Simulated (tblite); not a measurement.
2,2-dimethoxybutane, C6H14O2.
Geometry (GFN2-xTB, Å), atoms numbered from 1 in this order:
```
atom  x, y, z in Å
C1     2.2235   -0.9472    0.3281
C2     1.4176    0.3235    0.0932
C3    -0.0466    0.0458   -0.2941
C4    -0.1445   -0.8762   -1.5145
O5    -0.6413   -0.5078    0.8627
C6    -1.9869   -0.9147    0.7337
O7    -0.7242    1.2280   -0.6877
C8    -0.7657    2.2755    0.2582
H9     1.7050   -1.5829    1.0402
H10    3.2001   -0.6940    0.7341
H11    2.3705   -1.4981   -0.5966
H12    1.4126    0.9088    1.0134
H13    1.8682    0.9221   -0.7003
H14    0.5543   -0.5413   -2.2743
H15   -1.1493   -0.8248   -1.9243
H16    0.0836   -1.8981   -1.2283
H17   -2.3584   -1.0487    1.7486
H18   -2.0687   -1.8620    0.1913
H19   -2.5826   -0.1534    0.2227
H20   -0.9564    1.8905    1.2635
H21   -1.5870    2.9236   -0.0458
H22    0.1659    2.8509    0.2582
```

Computed with GFN2-xTB (tblite): harmonic, unscaled wavenumbers at the GFN2-xTB geometry, gas phase. The method is semi-empirical: single wavenumbers can be off by several per cent or more. One conformer, not necessarily the lowest.

Harmonic wavenumbers (cm⁻¹): 94.0, 121.1, 139.9, 170.7, 192.4, 196.1, 225.7, 249.3, 278.0, 299.1, 358.5, 380.8, 431.5, 528.5, 590.0, 751.8, 808.0, 876.2, 921.4, 1011.8, 1028.8, 1061.2, 1077.0, 1085.5, 1117.6, 1132.1, 1136.3, 1148.1, 1166.8, 1182.9, 1230.5, 1273.4, 1333.9, 1381.5, 1394.0, 1398.5, 1405.3, 1464.6, 1464.9, 1477.5, 1479.0, 1481.9, 1491.4, 1496.4, 1503.4, 1508.4, 2924.9, 2928.0, 2954.8, 2956.3, 2983.8, 2997.4, 3007.7, 3013.3, 3034.5, 3047.9, 3050.7, 3053.5, 3055.0, 3059.2.

A = 2330, B = 1755, C = 1416 MHz; mass 118.099 u (most abundant isotopes); point group C1, symmetry number 1.

**Question.** Zero-point energy?

**Answer.** ½Σν̃ = 42306 cm⁻¹ = 120.96 kcal/mol.

**Question.** Give the ideal-gas entropy at 500 K and 1 bar in the rigid-rotor, harmonic-oscillator model (classical rotation).

**Answer.** Translation 42.81, rotation 29.95, vibration 50.20: S = 123.0 cal/(mol K).

**Question.** And Cp and H(500 K) − H(0)?

**Answer.** Cp = 60.45 cal/(mol K), of which vibrations give 52.50 (their classical limit is 60 R = 119.2); H(500 K) − H(0) = 17.41 kcal/mol without the zero-point energy, 13.44 from vibrations.

**Question.** How do the functions run with temperature in this model?

**Answer.** 
```
 T (K)  S (cal/(mol K))  Cp (cal/(mol K))  H − H(0) (kcal/mol)  G − H(0) (kcal/mol)  ln q(vib)
    50             55.7              11.6                 0.44                -2.34       0.14
   100             66.2              19.6                 1.23                -5.39       0.96
298.15             97.3              40.1                 7.22               -21.79       6.24
373.15            107.1              47.9                10.52               -29.46       8.29
   750            151.3              79.1                35.02               -78.42      18.38
  1000            175.9              91.8                56.49              -119.39      24.69
```

q(vib) and H(0) count from the zero-point level.

**Question.** Which modes carry the vibrational entropy at 500 K?

**Answer.** 94.0 cm⁻¹: 4.59; 121.1 cm⁻¹: 4.09; 139.9 cm⁻¹: 3.81; 170.7 cm⁻¹: 3.42; 192.4 cm⁻¹: 3.19; 196.1 cm⁻¹: 3.15 cal/(mol K); the other 54 give 27.95 together.

Hindered rotation and anharmonicity are outside this model. Other conformers, if any are populated, would add a mixing term that is left out. The structure is chiral; the term R ln 2 for an equal mix with its mirror image is left out.
